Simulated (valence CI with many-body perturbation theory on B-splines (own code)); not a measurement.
# Sn⁴⁴⁺: calculated level list

Level of theory: configuration interaction combined with many-body perturbation theory (CI+MBPT): four valence electrons over a frozen Dirac-Fock core [He], a basis of 11 s, 11 p, 9 d, 7 f, 5 g, 2 h, 1 i functions for each j, with the one-electron correlation potential Σ1, the two-electron term Σ2, the three-electron term Σ3, Breit, model QED; selected CI, second order for the rest (own B-spline code, finite nucleus).

No measured spectrum was set against this ion. As an estimate, large intervals hold to a few tenths of a per cent, small ones and those within an open d or f shell to about a per cent. Among the levels kept, up to 270 cm⁻¹ of a level comes from second order outside the variational space, and about a tenth of that is noise between levels of different J, which matters for small intervals.

Levels 1 to 45 of 111, with energies above the lowest level, (2s^2 2p1/2^2) J=0. "Leading %" is the weight of the configuration and term that name the level; weights of strongly mixed levels are sums over their largest components and can fall short. In the jj column 3d3/2^4 stands for four electrons in 3d with j = 3/2. Lifetimes count E1, E2, E3, M1 and M2 decay at the calculated energies, and are blank where another channel may lead or the interval is too uncertain; long ones can be off by a factor of two.

```tsv
No.	Configuration	Term	J	E (Ry)	Leading %	Lifetime	Leading jj	Second component
1	2s²2p²	³P	0	0.00	72		2s^2 2p1/2^2 (99 %)	28 % 2s²2p² ¹S
2	2s²2p²	³P	1	17.16	100	11.7 ns	2s^2 2p1/2 2p3/2 (100 %)	
3	2s²2p²	¹D	2	18.24	61	10.7 μs	2s^2 2p1/2 2p3/2 (100 %)	38 % 2s²2p² ³P
4	2s2p³	³P°	2	29.34	42	91.5 ps	2s 2p1/2^2 2p3/2 (96 %)	38 % 2s2p³ ⁵S°
5	2s2p³	³D°	1	33.47	39	2.09 ps	2s 2p1/2^2 2p3/2 (98 %)	24 % 2s2p³ ¹P°
6	2s²2p²	³P	2	36.22	61	4.85 ns	2s^2 2p3/2^2 (99 %)	38 % 2s²2p² ¹D
7	2s²2p²	¹S	0	38.91	71	3.61 ns	2s^2 2p3/2^2 (98 %)	28 % 2s²2p² ³P
8	2s2p³	³D°	2	45.60	49	9.44 ps	2s 2p1/2 2p3/2^2 (97 %)	45 % 2s2p³ ⁵S°
9	2s2p³	³D°	3	47.95	100	10.2 ps	2s 2p1/2 2p3/2^2 (100 %)	
10	2s2p³	³P°	0	50.39	100	2.51 ps	2s 2p1/2 2p3/2^2 (100 %)	
11	2s2p³	³S°	1	51.35	40	1.38 ps	2s 2p1/2 2p3/2^2 (98 %)	39 % 2s2p³ ³D°
12	2s2p³	¹D°	2	52.09	71	1.36 ps	2s 2p1/2 2p3/2^2 (97 %)	22 % 2s2p³ ³D°
13	2s2p³	³P°	1	52.38	48	1.57 ps	2s 2p1/2 2p3/2^2 (98 %)	31 % 2s2p³ ¹P°
14	2p⁴	³P	2	65.35	70	1.40 ps	2p1/2^2 2p3/2^2 (99 %)	28 % 2p⁴ ¹D
15	2s2p³	³P°	2	67.70	51	2.53 ps	2s 2p3/2^3 (97 %)	21 % 2s2p³ ¹D°
16	2p⁴	¹S	0	68.29	59	1.12 ps	2p1/2^2 2p3/2^2 (98 %)	40 % 2p⁴ ³P
17	2s2p³	¹P°	1	71.50	43	942 fs	2s 2p3/2^3 (98 %)	27 % 2s2p³ ³S°
18	2p⁴	³P	1	83.13	100	878 fs	2p1/2 2p3/2^3 (100 %)	
19	2p⁴	¹D	2	84.28	71	973 fs	2p1/2 2p3/2^3 (100 %)	29 % 2p⁴ ³P
20	2p⁴	³P	0	103.57	59	670 fs	2p3/2^4 (99 %)	40 % 2p⁴ ¹S
21	2s²2p3s	³P°	0	311.19	99	28.0 fs	2s^2 2p1/2 3s (99 %)	
22	2s²2p3s	³P°	1	311.38	67	21.9 fs	2s^2 2p1/2 3s (99 %)	32 % 2s²2p3s ¹P°
23	2s²2p3p	³D	1	314.94	73	2.04 ps	2s^2 2p1/2 3p1/2 (99 %)	23 % 2s²2p3p ¹P
24	2s²2p3p	³P	0	316.88	69	585 fs	2s^2 2p1/2 3p1/2 (98 %)	29 % 2s²2p3p ¹S
25	2s²2p3p	³P	1	320.52	36	105 fs	2s^2 2p1/2 3p3/2 (76 %)	23 % 2s²2p3p ³S
26	2s²2p3p	³D	2	321.10	56	1.29 ps	2s^2 2p1/2 3p3/2 (99 %)	28 % 2s²2p3p ¹D
27	2s2p²3s	⁵P	1	322.69	43	38.8 fs	2s 2p1/2^2 3s (73 %)	20 % 2s2p²3s ³S
28	2s2p²3s	³P	0	323.80	73	30.5 fs	2s 2p1/2^2 3s (96 %)	26 % 2s2p²3s ¹S
29	2s²2p3d	³F°	2	324.22	74	19.5 fs	2s^2 2p1/2 3d3/2 (99 %)	20 % 2s²2p3d ¹D°
30	2s²2p3d	³D°	1	325.28	40	2.22 fs	2s^2 2p1/2 3d3/2 (77 %)	23 % 2s²2p3d ¹P°
31	2s2p²3p	⁵D°	0	326.16	52	356 fs	2s 2p1/2^2 3p1/2 (96 %)	43 % 2s2p²3p ³P°
32	2s²2p3d	³P°	2	326.39	46	3.29 fs	2s^2 2p1/2 3d5/2 (98 %)	34 % 2s²2p3d ³D°
33	2s2p²3p	³P°	1	326.48	25	40.7 fs	2s 2p1/2^2 3p1/2 (74 %)	22 % 2s2p²3p ⁵D°
34	2s²2p3d	³F°	3	326.59	49	3.76 fs	2s^2 2p1/2 3d5/2 (99 %)	28 % 2s²2p3d ¹F°
35	2s²2p3s	³P°	2	329.94	96	41.0 fs	2s^2 2p3/2 3s (96 %)	
36	2s²2p3s	¹P°	1	330.33	66	17.4 fs	2s^2 2p3/2 3s (98 %)	31 % 2s²2p3s ³P°
37	2s2p²3p	³P°	2	332.07	29	204 fs	2s 2p1/2^2 3p3/2 (94 %)	25 % 2s2p²3p ⁵P°
38	2s2p²3p	³D°	1	332.39	37	8.68 fs	2s 2p1/2^2 3p3/2 (95 %)	19 % 2s2p²3p ¹P°
39	2s²2p3p	³P	1	334.38	51	487 fs	2s^2 2p3/2 3p1/2 (95 %)	24 % 2s²2p3p ³S
40	2s²2p3p	³D	2	334.57	42	583 fs	2s^2 2p3/2 3p1/2 (95 %)	32 % 2s²2p3p ¹D
41	2s2p²3d	⁵F	1	335.13	45	27.6 fs	2s 2p1/2^2 3d3/2 (96 %)	32 % 2s2p²3d ³D
42	2s2p²3d	³D	2	335.43	28	15.8 fs	2s 2p1/2^2 3d3/2 (88 %)	25 % 2s2p²3d ⁵F
43	2s2p²3d	³D	3	337.16	30	3.76 fs	2s 2p1/2^2 3d5/2 (95 %)	22 % 2s2p²3d ⁵D
44	2s2p²3s	⁵P	2	337.60	85	35.5 fs	2s 2p1/2 2p3/2 3s (96 %)	7 % 2s2p²3s ³P
45	2s2p²3d	³F	2	338.23	34	4.08 fs	2s 2p1/2^2 3d5/2 (88 %)	22 % 2s2p²3d ¹D
```

The ionisation energy to 2s²2p ²P°1/2 of the next ion comes out as 7544 eV (NIST: 7531 ± 8 eV (semi-empirical)). All 111 levels together are meant to be complete up to 357.71 Ry.
